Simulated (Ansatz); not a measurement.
A structure relaxed at PBE-D4/def2-SVPD in Ansatz, charge -1, doublet:

```xyz
4

Cs   -1.373   -1.865    0.871
Cs    1.372    1.871   -0.861
I    -2.277    1.232   -0.949
I     2.278   -1.238    0.938
```

Q: Give its formula and point group.

A: Cs₂I₂⁻. Point group D2h (tolerance 0.1 Å).

Q: Summarise the bond lengths by kind (pairs closer than 1.2 times the sum of covalent radii, bridged metal pairs left out).

A: 4 × Cs–I 3.70 to 3.71 Å.

In the def2 sets Cs, I take a core potential; there is no spin–orbit coupling. The highest occupied level of the charge -1 doublet lies above zero (up to 0.50 eV). Energy differences put its binding near zero (0.08 eV; vertical, to the charge 0 singlet, at CCSD(T)/def2-SVPD), which leaves it undecided. The gap within one spin of the charge -1 doublet nearly closes, so an electron or hole may be smeared out by delocalisation error. The relaxation made no stability test and no search for a lower SCF solution. The structure comes from a short search, and lower isomers may exist.
